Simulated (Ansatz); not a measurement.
Strength of the S–Au bond: AuSH → Au + HS

Species: AuSH `[SH][Au]`, singlet; Au atom, doublet; HS, doublet. 

Shapes, held fixed at every level: PBE0-D4/def2-TZVP. Programs: Ansatz 0.2.0. The zero-point and thermal change to 298 K, harmonic and unscaled (PBE0-D4/def2-TZVP), is -2.6 kJ/mol.

| level | kind | ΔH(298 K) (kJ/mol) | less CCSD(T)/def2-TZVPP |
| --- | --- | --- | --- |
| HF/def2-TZVPP | Hartree–Fock | +105.6 | -137.0 |
| r2SCAN-D4/def2-TZVPP | meta-GGA | +263.0 | +20.4 |
| B3LYP-D4/def2-TZVPP | global hybrid | +236.1 | -6.5 |
| BHLYP-D4/def2-TZVPP | global hybrid | +211.6 | -31.0 |
| PBE0-D4/def2-TZVPP | global hybrid | +249.1 | +6.5 |
| wB97X-V/def2-TZVPP | range-separated hybrid | +243.6 | +1.0 |
| CCSD(T)/def2-TZVPP | coupled cluster or CI | +242.6 | 0.0 |

The highest level, CCSD(T)/def2-TZVPP, gives ΔH(298 K) = +242.6 kJ/mol; the levels span +105.6 to +263.0. The column of differences is taken from that level and isn't an error. Hartree–Fock misses the correlation of the pair that is broken and comes out low. No measured value is set beside it here. T1 is large for AuSH, so single-reference values are less sure there. Open shells run unrestricted unless RO is named. For atoms past krypton def2 sets carry core potentials with scalar relativity. Correlated rows may include outer-core shells of Au, which these sets cover unevenly.
